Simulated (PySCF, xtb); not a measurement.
MoF3, SMILES [F][Mo]([F])[F] (connectivity only; charge and spin as stated), neutral, multiplicity 4.

Harmonic wavenumbers (cm⁻¹) from xtb 6.7.1 with GFN2-xTB at its own minimum, in rising order: 156, 156, 187, 457, 499, 499.

Q: What does PySCF with B3LYP-D3(BJ)/def2-TZVP give at its own minimum? (Estimate from the structure and the level; the computed values follow.)

A: 147, 165, 165, 663, 694, 694. Paired by order, the mean absolute difference is 106 cm⁻¹ and the zero-point energies are 2.8 and 3.6 kcal/mol.
